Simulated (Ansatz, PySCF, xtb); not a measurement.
Dimer: stibine (SMILES [SbH3]) (first 4 atoms) with C2H4 (SMILES C=C); geometry from B3LYP-D3(BJ)/def2-TZVP.
(charge 0, multiplicity 1):
```tsv
atom	x (Å)	y (Å)	z (Å)
Sb	0.6126	-0.1406	0.6466
H	1.1955	0.4873	-0.8452
H	1.9767	0.4665	1.4844
H	-0.2803	1.2875	0.9520
C	-0.1213	0.5440	4.2550
C	-0.2748	-0.7645	4.1100
H	0.8436	0.9833	4.4763
H	-0.9534	1.2298	4.1516
H	-1.2388	-1.2043	3.8851
H	0.5577	-1.4502	4.2111
```

Interaction energies are E(AB) − E(A) − E(B) at the monomers' geometry in the complex; basis-set methods are counterpoise corrected.

Run with Ansatz (a program for electronic structure); PySCF for the dispersion terms; xtb for the GFN methods. Each number belongs to the level named beside it. In def2 rows elements past Kr take small-core potentials, without spin–orbit coupling.

### Question
Predict the interaction energy from BHLYP/def2-TZVPPD.

### Answer
0.0 kcal/mol

### Question
Give the interaction energy at the level revPBE-D4/def2-TZVPPD.

### Answer
-2.3 kcal/mol

### Question
What is the computed interaction energy (GFN1-xTB)?

### Answer
-3.0 kcal/mol
